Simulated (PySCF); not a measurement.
H9BSi3, SMILES `B([SiH3])([SiH3])[SiH3]`, neutral singlet in the gas phase. 

Z-matrix (Å, degrees):
```
B
Si 1 1.9964
H 2 1.4879 1 115.11
H 2 1.4881 3 108.88 1 -130.69
H 2 1.4969 3 107.62 4 -116.39
Si 1 1.9967 2 118.85 3 23.34
H 6 1.4876 1 115.65 2 154.62
H 6 1.4887 7 108.71 1 129.38
H 6 1.4963 7 107.90 8 116.14
Si 1 1.9967 2 118.74 3 -152.64
H 10 1.4876 1 115.46 2 -153.26
H 10 1.4885 11 108.74 1 -129.46
H 10 1.4963 11 107.87 12 -116.19
```
Charge 0, multiplicity 1.

All levels are single points at this geometry (r2SCAN-D4/def2-TZVP); Pople sets use spherical d functions. Orbital energies aren't observables, and empty levels follow the basis.

```csv
level,HOMO (eV),LUMO (eV),gap (eV),dipole (D),"vertical IE, Delta-SCF (eV)"
PBE-D3(BJ)/def2-TZVP in PySCF,-6.85,-4.03,2.82,0.09,9.42
r2SCAN-D4/def2-TZVP in PySCF,-7.11,-3.84,3.27,0.11,9.58
B3LYP/LANL2DZ in PySCF,-7.86,-2.87,4.99,0.05,–
HF/3-21G in PySCF,-10.78,0.59,11.37,0.18,–
HF/6-31G* in PySCF,-10.71,0.71,11.42,0.23,9.35
HF/STO-3G in PySCF,-8.48,5.77,14.25,0.21,–
```
